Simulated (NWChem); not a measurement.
System: hydronium (H3O cation); SMILES [OH3+]

Input file for NWChem:

```
start job
memory heap 200 mb stack 900 mb global 1100 mb
charge 1
geometry units angstroms
  O      0.000000     0.000000     0.078775
  H      0.669342     0.669342    -0.207386
  H      0.244996    -0.914338    -0.207386
  H     -0.914338     0.244996    -0.207386
end
basis spherical
  O library 6-311g**
  H library 6-311g**
end
dft
  xc xpbe96 cpbe96
  iterations 150
end
driver
  maxiter 120
end
task dft optimize
task dft freq
```

NWChem printed, in part:

```
             Northwest Computational Chemistry Package (NWChem) 7.3.0
             --------------------------------------------------------

 C3V symmetry detected

                             Geometry "geometry" -> ""
                             -------------------------

 Output coordinates in angstroms (scale by  1.889725989 to convert to a.u.)

  No.       Tag          Charge          X              Y              Z
 ---- ---------------- ---------- -------------- -------------- --------------
    1 O                    8.0000    -0.00000000     0.00000000     0.07804391
    2 H                    1.0000     0.66934190     0.66934190    -0.20811709
    3 H                    1.0000     0.24499614    -0.91433804    -0.20811709
    4 H                    1.0000    -0.91433804     0.24499614    -0.20811709

 Effective nuclear repulsion energy (a.u.)      13.8110707593

      Symmetry information
      --------------------

 Group name             C3v
 Group number             17
 Group order               6
 No. of unique centers     2

                                Z-matrix (autoz)
                                --------

 Units are Angstrom for bonds and degrees for angles

      Type          Name      I     J     K     L     M      Value
      ----------- --------  ----- ----- ----- ----- ----- ----------
    1 Stretch                  1     2                       0.98890
    2 Stretch                  1     3                       0.98890
    3 Stretch                  1     4                       0.98890
    4 Bend                     2     1     3               111.98693
    5 Bend                     2     1     4               111.98693
    6 Bend                     3     1     4               111.98693
    7 Torsion                  2     1     3     4        -126.75918
    8 Torsion                  2     1     4     3         126.75918
    9 Torsion                  3     1     2     4         126.75918
   10 Torsion                  2     4     1     3        -126.75918
   11 Torsion                  3     2     1     4        -126.75918
   12 Torsion                  2     3     1     4         126.75918

  pbe96 is a nonlocal functional; adding pw91lda local functional.

                           NWChem Geometry Optimization
                           ----------------------------

 maximum gradient threshold         (gmax) =   0.000450
 rms gradient threshold             (grms) =   0.000300
 maximum cartesian step threshold   (xmax) =   0.001800
 rms cartesian step threshold       (xrms) =   0.001200
 fixed trust radius                (trust) =   0.300000
 source of zmatrix                         =   autoz

          -------------------
          Energy Minimization
          -------------------

 Using diagonal initial Hessian
 Scaling for Hessian diagonals: bonds = 1.00  angles = 0.25  torsions = 0.10

          --------
          Step   0

                                 NWChem DFT Module
                                 -----------------

 Summary of "ao basis" -> "ao basis" (spherical)
 ------------------------------------------------------------------------------
       Tag                 Description            Shells   Functions and Types
 ---------------- ------------------------------  ------  ---------------------
 O                          6-311g**                 8       18   4s3p1d
 H                          6-311g**                 4        6   3s1p

      Symmetry analysis of basis
      --------------------------

        a1         13
        a2          1
        e          22

  Rotation of axis

            General Information
            -------------------
          SCF calculation type: DFT
          Wavefunction type:  closed shell.
          No. of atoms     :     4
          No. of electrons :    10
           Alpha electrons :     5
            Beta electrons :     5
          Charge           :     1
          Spin multiplicity:     1
          Use of symmetry is: on ; symmetry adaption is: on
          Maximum number of iterations: 150
          AO basis - number of functions:    36
                     number of shells:    20
          Convergence on energy requested:  1.00D-06
          Convergence on density requested:  1.00D-05
          Convergence on gradient requested:  5.00D-04

              XC Information
              --------------
          PerdewBurkeErnzerhof Exchange Functional  1.000
            Perdew 1991 LDA Correlation Functional  1.000 local
           PerdewBurkeErnz. Correlation Functional  1.000 non-local

             Grid Information
             ----------------
          Grid used for XC integration:  medium
          Radial quadrature: Mura-Knowles
          Angular quadrature: Lebedev.
          Tag              B.-S. Rad. Rad. Pts. Rad. Cut. Ang. Pts.
          ---              ---------- --------- --------- ---------
          O                   0.60       49           6.0       434
          H                   0.35       45           7.0       434
          Grid pruning is: on
          Number of quadrature shells:    94
          Spatial weights used:  Erf1

      Superposition of Atomic Density Guess
      -------------------------------------

 Sum of atomic energies:         -76.27555186

 Renormalizing density from      11.00 to     10

      Non-variational initial energy
      ------------------------------

 Total energy =     -71.853309
 1-e energy   =    -119.305859
 2-e energy   =      33.641479
 HOMO         =      -1.206081
 LUMO         =      -0.346689

      Symmetry analysis of molecular orbitals - initial
      -------------------------------------------------

  Numbering of irreducible representations:

     1 a1          2 a2          3 e

  Orbital symmetries:

     1 a1          2 a1          3 e           4 e           5 a1
     6 a1          7 e           8 e           9 e          10 e
    11 a1         12 a1         13 e          14 e          15 a1

   convergence    iter        energy       DeltaE   RMS-Dens  Diis-err
 ---------------- ----- ----------------- --------- --------- ---------
 d= 0,ls=0.0,diis     1    -76.3381792120 -9.01D+01  3.82D-02  4.09D+00
 d= 0,ls=0.0,diis     2    -75.8089265569  5.29D-01  2.67D-02  8.86D+00
 d= 0,ls=0.0,diis     3    -76.6375169162 -8.29D-01  2.09D-03  6.38D-02
 d= 0,ls=0.0,diis     4    -76.6433695985 -5.85D-03  3.41D-04  4.44D-04
 d= 0,ls=0.0,diis     5    -76.6434024284 -3.28D-05  5.30D-05  8.85D-06
 d= 0,ls=0.0,diis     6    -76.6434031044 -6.76D-07  1.40D-06  1.86D-08

         Total DFT energy =      -76.643403104391
      One electron energy =     -128.324598286245
           Coulomb energy =       47.197532885215
    Exchange-Corr. energy =       -9.327408462653
 Nuclear repulsion energy =       13.811070759293

 Numeric. integr. density =       10.000001421437

                  Occupations of the irreducible representations
                  ----------------------------------------------

                     irrep           alpha         beta
                     --------     --------     --------
                     a1                3.0          3.0
                     a2                0.0          0.0
                     e                 2.0          2.0

                       DFT Final Molecular Orbital Analysis
                       ------------------------------------

 Vector    3  Occ=2.000000D+00  E=-8.774821D-01  Symmetry=e
              MO Center= -3.9D-02, -1.3D-01, -1.7D-02, r^2= 7.1D-01
   Bfn.  Coefficient  Atom+Function         Bfn.  Coefficient  Atom+Function
  ----- ------------  ---------------      ----- ------------  ---------------
     8      0.320445  1 O  py                 4      0.219350  1 O  py
    12      0.195375  1 O  py                 7     -0.191035  1 O  px
    26     -0.188064  3 H  s                 25     -0.164834  3 H  s
    32      0.140124  4 H  s                  3     -0.130767  1 O  px
    31      0.122815  4 H  s                 11     -0.116474  1 O  px

 Vector    4  Occ=2.000000D+00  E=-8.774821D-01  Symmetry=e
              MO Center=  3.9D-02,  1.3D-01, -1.7D-02, r^2= 7.1D-01
   Bfn.  Coefficient  Atom+Function         Bfn.  Coefficient  Atom+Function
  ----- ------------  ---------------      ----- ------------  ---------------
     7      0.320445  1 O  px                 3      0.219350  1 O  px
    11      0.195375  1 O  px                 8      0.191035  1 O  py
    20      0.189480  2 H  s                 19      0.166075  2 H  s
    32     -0.136258  4 H  s                  4      0.130767  1 O  py
    31     -0.119427  4 H  s                 12      0.116474  1 O  py

[...]

      ----------------------
      Optimization converged
      ----------------------

  Step       Energy      Delta E   Gmax     Grms     Xrms     Xmax
  ---- ---------------- -------- -------- -------- -------- --------
@    2     -76.64341097 -6.5D-07  0.00005  0.00004  0.00019  0.00050
                                     ok       ok       ok       ok

                                Z-matrix (autoz)
                                --------

 Units are Angstrom for bonds and degrees for angles

      Type          Name      I     J     K     L     M      Value     Gradient
      ----------- --------  ----- ----- ----- ----- ----- ---------- ----------
    1 Stretch                  1     2                       0.98716   -0.00002
    2 Stretch                  1     3                       0.98716   -0.00002
    3 Stretch                  1     4                       0.98716   -0.00002
    4 Bend                     2     1     3               112.01695   -0.00002
    5 Bend                     2     1     4               112.01695   -0.00002
    6 Bend                     3     1     4               112.01695   -0.00002
    7 Torsion                  2     1     3     4        -126.84805    0.00005
    8 Torsion                  2     1     4     3         126.84805   -0.00005
    9 Torsion                  3     1     2     4         126.84805   -0.00005
   10 Torsion                  2     4     1     3        -126.84805    0.00005
   11 Torsion                  3     2     1     4        -126.84805    0.00005
   12 Torsion                  2     3     1     4         126.84805   -0.00005

                         Geometry "geometry" -> "geometry"
                         ---------------------------------

 Output coordinates in angstroms (scale by  1.889725989 to convert to a.u.)

  No.       Tag          Charge          X              Y              Z
 ---- ---------------- ---------- -------------- -------------- --------------
    1 O                    8.0000     0.00000000    -0.00000000     0.07725238
    2 H                    1.0000     0.66828443     0.66828443    -0.20785325
    3 H                    1.0000     0.24460908    -0.91289351    -0.20785325
    4 H                    1.0000    -0.91289351     0.24460908    -0.20785325

 Effective nuclear repulsion energy (a.u.)      13.8351974011

      Symmetry information
      --------------------

 Group name             C3v
 Group number             17
 Group order               6
 No. of unique centers     2

                Final and change from initial internal coordinates
                --------------------------------------------------

                                Z-matrix (autoz)
                                --------

 Units are Angstrom for bonds and degrees for angles

      Type          Name      I     J     K     L     M      Value       Change
      ----------- --------  ----- ----- ----- ----- ----- ---------- ----------
    1 Stretch                  1     2                       0.98716   -0.00174
    2 Stretch                  1     3                       0.98716   -0.00174
    3 Stretch                  1     4                       0.98716   -0.00174
    4 Bend                     2     1     3               112.01695    0.03001
    5 Bend                     2     1     4               112.01695    0.03001
    6 Bend                     3     1     4               112.01695    0.03001
    7 Torsion                  2     1     3     4        -126.84805   -0.08887
    8 Torsion                  2     1     4     3         126.84805    0.08887
    9 Torsion                  3     1     2     4         126.84805    0.08887
   10 Torsion                  2     4     1     3        -126.84805   -0.08887
   11 Torsion                  3     2     1     4        -126.84805   -0.08887
   12 Torsion                  2     3     1     4         126.84805    0.08887

 ==============================================================================
                                internuclear distances
 ------------------------------------------------------------------------------
       center one      |      center two      | atomic units |  angstroms
 ------------------------------------------------------------------------------
    2 H                |   1 O                |     1.86547  |     0.98716
    3 H                |   1 O                |     1.86547  |     0.98716
    4 H                |   1 O                |     1.86547  |     0.98716
 ------------------------------------------------------------------------------
                         number of included internuclear distances:          3
 ==============================================================================

[...]

 Rotational Constants
 --------------------
 A=  10.827157 cm-1  ( 15.577515 K)
 B=  10.827157 cm-1  ( 15.577515 K)
 C=   6.242248 cm-1  (  8.981002 K)

 Temperature                      =   298.15K
 frequency scaling parameter      =   1.0000

 Zero-Point correction to Energy  =   21.209 kcal/mol  (  0.033799 au)
 Thermal correction to Energy     =   23.032 kcal/mol  (  0.036704 au)
 Thermal correction to Enthalpy   =   23.624 kcal/mol  (  0.037647 au)

 Total Entropy                    =   46.220 cal/mol-K
   - Translational                =   34.755 cal/mol-K (mol. weight =  19.0184)
   - Rotational                   =   11.276 cal/mol-K (symmetry #  =        3)
   - Vibrational                  =    0.189 cal/mol-K

 Cv (constant volume heat capacity) =    6.634 cal/mol-K
   - Translational                  =    2.979 cal/mol-K
   - Rotational                     =    2.979 cal/mol-K
   - Vibrational                    =    0.675 cal/mol-K

[normal modes left out]

 ----------------------------------------------------------------------------
 Normal Eigenvalue ||           Projected Infra Red Intensities
  Mode   [cm**-1]  || [atomic units] [(debye/angs)**2] [(KM/mol)] [arbitrary]
 ------ ---------- || -------------- ----------------- ---------- -----------
    1       -0.000 ||    0.001797           0.041         1.752       0.110
    2       -0.000 ||    0.082825           1.911        80.742       5.056
    3       -0.000 ||    0.060048           1.385        58.538       3.666
    4       -0.000 ||    0.046458           1.072        45.290       2.836
    5        0.000 ||    0.052254           1.206        50.939       3.190
    6        0.000 ||    0.082758           1.909        80.677       5.052
    7      840.150 ||    0.491973          11.350       479.600      30.035
    8     1648.402 ||    0.110858           2.558       108.070       6.768
    9     1648.402 ||    0.110858           2.558       108.070       6.768
   10     3508.230 ||    0.045342           1.046        44.201       2.768
   11     3599.069 ||    0.440228          10.156       429.156      26.876
   12     3599.070 ||    0.440228          10.156       429.156      26.876
 ----------------------------------------------------------------------------
```

Level: PBE/6-311G** (spherical d).
